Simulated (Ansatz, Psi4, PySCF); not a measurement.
C4H3S (SMILES [c-]1ccsc1), charge -1, singlet, geometry from GFN2-xTB (in this run its highest filled SCF level lies above zero, so its values depend strongly on the basis, on diffuse functions most of all). Base run: PySCF with CCSD(T)/STO-3G.

The PySCF input:
```python
from pyscf import gto, scf, cc

mol = gto.Mole()
mol.atom = '''
    S    -0.005375   -0.048157    1.218419
    C     0.019862    1.307726   -0.163200
    C    -0.016961   -1.175655   -0.087082
    C     0.017210    0.812955   -1.371054
    C    -0.004057   -0.620932   -1.325629
    H     0.032994    2.305663    0.240934
    H    -0.033413   -2.229529    0.160926
    H    -0.009908   -1.250181   -2.214778
'''
mol.basis = 'sto-3g'
mol.charge = -1
mol.spin = 0
mol.verbose = 3
mol.build()

mf = scf.RHF(mol)
mf.kernel()

mycc = cc.CCSD(mf)
mycc.kernel()
et = mycc.ccsd_t()
print('E(CCSD(T)) = %.10f' % (mycc.e_tot + et))
```

The same geometry, method and basis name were run in Ansatz (a first-principles code) and Psi4 and PySCF, at each program's defaults and at the settings that a row names. The base is PySCF at its defaults. Differences at the defaults can come from grids, fitting, cores and function types together.

| code and settings | ΔE vs base (mEh) | basis functions | E (Eh) | SCF cycles |
|---|---|---|---|---|
| PySCF, defaults (exact integrals, spherical functions, all electrons correlated) | 0.000 | 32 | -544.57894 | 12 |
| Psi4, defaults (exact integrals, spherical functions, all electrons correlated) | 0.000 | 32 | -544.57894 | 13 |
| Ansatz, defaults (factorised integrals, spherical functions, frozen core) | 1.991 | 32 | -544.57695 | - |
| PySCF, frozen core | 1.973 | 32 | -544.57697 | 12 |
| Psi4, exact integrals, spherical functions, frozen core | 1.973 | 32 | -544.57697 | 13 |
| Ansatz, high accuracy, frozen core | 1.973 | 32 | -544.57697 | - |
